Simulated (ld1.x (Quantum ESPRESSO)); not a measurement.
# What the settings do to the TM potential of Tm

Base potential:

ld1.x (Quantum ESPRESSO) 7.5 input, shortened:

```
&input
   title='Tm', zed=69., rel=2, dft='BP', iswitch=3,
   config='[Xe] 4f13 5d0 6s1 6p1', rel_dist='average'
 /
 &inputp
   pseudotype=2, tm=.true., lloc=-2, rcloc=3.00,
   nlcc=.true., rcore=1.25
 /
3
5S  1  0   2.00   0.00  2.05  2.05  0.0
5P  2  1   6.00   0.00  1.95  1.95  0.0
5D  3  2   0.00   0.00  3.35  3.35  0.0
 &test
   configts(1)='5s2 5p6 5d0 6s1 6p1'
 /
```

Open shells are filled in proportion to 2j + 1 (rel_dist='average').

Occupied shells without a wave of their own: 6p, 6s. They enter only through the test configuration that unscreens the potential, and ld1.x also counts them in the model core charge.

Cutoffs, loose and tight: the cutoffs (Ry, on a coarse ladder) from which the occupation-weighted sum of valence levels, in a spherical-Bessel basis at the reference potential, stays within 10 and 1 mRy of its value at 400 Ry. They do not see the model core or the augmentation charge, which bear on the density cutoff. Test errors are all-electron minus pseudo excitation energies from the reference, over the configurations 5s2 5p6 5d0 6s2 6p0; 5s2 5p6 5d0 6s1 6p0; 5s2 5p6 5d0 6s0 6p0; 5s2 5p6 5d1 6s1 6p0; 5s1 5p6 5d0 6s2 6p0; 5s2 5p6 5d0 6s0 6p2; 5s2 5p6 5d0 6s0 6p1. A dash means not determined; rows that change the core or the reference have their own tests.

With those shells counted twice in exchange and correlation these files are broken, and their errors move erratically; no question is asked of them.

```csv
change,outcome,"cutoff, loose","cutoff, tight",bound ghosts,largest test error (meV)
base,"generated, misses its reference levels by 0.61 eV",35 Ry,50 Ry,none,-1872
wave 5s (bound): rc 2.05 bohr becomes 5s (bound): rc 1.32 bohr,"generated, misses its reference levels by 0.69 eV",80 Ry,140 Ry,none,-1821
wave 5s (bound): rc 2.05 bohr becomes 5s (bound): rc 1.68 bohr,"generated, misses its reference levels by 0.66 eV",50 Ry,70 Ry,none,-1814
wave 5s (bound): rc 2.05 bohr becomes 5s (bound): rc 1.96 bohr,"generated, misses its reference levels by 0.62 eV",35 Ry,55 Ry,none,-1852
wave 5s (bound): rc 2.05 bohr becomes 5s (bound): rc 2.40 bohr,"generated, misses its reference levels by 0.56 eV",30 Ry,45 Ry,none,-1937
wave 5s (bound): rc 2.05 bohr becomes 5s (bound): rc 2.64 bohr,"generated, misses its reference levels by 0.53 eV",30 Ry,45 Ry,none,-1969
wave 5s (bound): rc 2.05 bohr becomes 5s (bound): rc 3.00 bohr,"generated, misses its reference levels by 0.51 eV",30 Ry,45 Ry,none,-1986
```

Reading the sweep of the s radius (base included, trends over the rows without a ghost): The loose cutoff falls from 80 Ry at 1.32 to 30 Ry at 3 bohr. A larger radius leaves more room for a smooth pseudo-wave, so fewer plane waves are needed; a smaller one forces it to follow the all-electron wave where it bends sharply. The median size of the test errors (rows with all tests solved) falls from 566.0 meV at 1.32 to 356.8 meV at 3 bohr. This runs against the usual rule that a larger radius transfers worse; these runs do not show why.
